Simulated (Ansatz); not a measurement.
Relaxation of CH8AsBO (12 atoms, charge 0, multiplicity 1), to a largest force component of 0.03 eV/Å in at most 50 steps.

Computed with RKS PBE/def2-SVP (Ansatz).

```xyz
12
Properties=species:S:1:pos:R:3
B -0.409 0.210 1.418
O 0.169 -0.984 0.893
C -0.450 -1.634 -0.212
H -1.487 0.605 1.002
H 0.173 0.706 2.361
H 0.619 1.116 0.129
As 0.997 2.266 -0.795
H -1.511 -1.884 0.004
H 0.106 -2.569 -0.422
H -0.419 -0.998 -1.128
H 2.163 1.425 -1.358
H 0.048 1.740 -1.892
```

Question: Where does it end, and by what steps?

Answer: The run converged. The force dipped under the threshold on the way, but the program's further checks kept it going. After 27 steps the energy has fallen by 0.238 eV; H6 moved furthest, 1.30 Å.

| step | energy less start (eV) | largest force component (eV/Å) | accepted |
| --- | --- | --- | --- |
| 0 | 0.0000 | 1.849 | yes |
| 1 | -0.0910 | 1.628 | yes |
| 2 | -0.1291 | 1.182 | yes |
| 3 | -0.1638 | 0.443 | yes |
| 4 | -0.1834 | 0.182 | yes |
| 5 | -0.1780 | 0.264 | no |
| 6 | -0.1906 | 0.040 | yes |
| 7 | -0.1948 | 0.130 | yes |
| 8 | -0.1988 | 0.277 | yes |
| 9 | -0.2067 | 0.278 | yes |
| 10 | -0.2115 | 0.440 | yes |
| 11 | -0.2194 | 0.249 | yes |
| 12 | -0.2271 | 0.236 | yes |
| 13 | -0.2305 | 0.152 | yes |
| 14 | -0.2315 | 0.118 | yes |
| 15 | -0.2335 | 0.045 | yes |
| 16 | -0.2342 | 0.043 | yes |
| 17 | -0.2348 | 0.069 | yes |
| 18 | -0.2353 | 0.045 | yes |
| 19 | -0.2358 | 0.047 | yes |
| 20 | -0.2359 | 0.055 | yes |
| 21 | -0.2357 | 0.056 | no |
| 22 | -0.2366 | 0.019 | yes |
| 23 | -0.2369 | 0.029 | yes |
| 24 | -0.2370 | 0.074 | yes |
| 25 | -0.2372 | 0.048 | yes |
| 26 | -0.2375 | 0.015 | yes |
| 27 | -0.2377 | 0.015 | yes |

```xyz
12
Properties=species:S:1:pos:R:3
B -0.371 -0.026 1.457
O 0.200 -1.071 0.823
C -0.411 -1.736 -0.274
H -1.477 0.377 1.120
H 0.263 0.463 2.374
H 0.767 2.402 0.251
As 1.113 2.466 -1.248
H -1.416 -1.319 -0.500
H -0.504 -2.816 -0.038
H 0.237 -1.630 -1.169
H 1.821 1.099 -1.176
H -0.222 1.792 -1.621
```

Whether the end is a true minimum wasn't checked by a vibrational analysis.

The run took 67 s on 2 threads of Arm Neoverse V1, with other jobs on the host, peak memory 0.15 GiB.
